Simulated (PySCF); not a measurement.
A structure optimised at PBE-D3(BJ)/def2-SVP, used in a PySCF frequency run:

```
C
H 1 1.1122
H 1 1.1136 2 105.74
C 1 1.5403 2 110.83 3 -120.10
H 4 1.1110 1 108.89 2 -60.46
H 4 1.1112 5 105.91 1 -117.11
C 4 1.5306 5 109.45 6 -117.89
H 7 1.1083 4 111.40 5 60.54
H 7 1.1102 8 107.59 4 -122.46
H 7 1.1107 8 107.02 9 -115.04
Si 1 1.8687 2 106.07 3 114.24
F 11 1.6339 1 108.86 2 -39.06
F 11 1.6355 12 106.99 1 -117.33
H 11 1.4945 12 107.13 13 -115.06
```

Write its SMILES and formula.

CCC[SiH](F)F, C3H8F2Si

What are its rotational constants (standard atomic weights)?

4.8656, 1.5978, 1.4094 GHz
